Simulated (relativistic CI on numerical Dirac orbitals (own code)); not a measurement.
Sn²⁹⁺: what numerical and physical settings do to a radial Dirac CI calculation

Reference input:

```
atom Sn  Z=50  charge=29  electrons=21
nucleus A=120  rms_radius_fm=4.6519
hamiltonian dirac-coulomb  breit=on  qed=on  c_scale=1
orbitals kli  potential=per-configuration
slater_scale 1
correlation none
mixing on
grid step=0.0125 r_max=3.9
scf mixing=0.4 start=green max_iterations=150 tolerance=2e-08 node_fill=0.05
configurations
  [Ar] 3d3
  [Ne] 3s2 3p5 3d4
end
```

Computed lowest total energy -5607.65515 Ha, first excitation 52531.5 cm⁻¹, 20 SCF steps. Runs with settings changed; * marks those that are bad on purpose (the QED terms keep the true α when c is scaled):

| Changed | Outcome | Lowest level | ΔE (Ha) | First excitation (cm⁻¹) | SCF steps | Message |
| --- | --- | --- | --- | --- | --- | --- |
| speed of light × 10 | converged | 3p⁶3d³ ⁴F3/2 | 146 | 295.0 | 20 |  |
| grid step 0.006, QED terms off | converged | 3p⁶3d³ ⁴F3/2 | -2.95 | 52323.6 | 20 |  |
| end of the grid at 2.73 bohr, grid step 0.008 | converged | 3p⁶3d³ ⁴F3/2 | -6.98e-05 | 52531.5 | 20 |  |
| speed of light × 10, start potential previous | converged | 3p⁶3d³ ⁴F3/2 | 146 | 295.0 | 17 |  |
| SCF mixing 1.3 * | converged | 3p⁶3d³ ⁴F3/2 | 1.12e-09 | 52531.5 | 18 |  |
| SCF tolerance 0.01 * | converged | 3p⁶3d³ ⁴F3/2 | 6.08e-05 | 52527.3 | 10 |  |
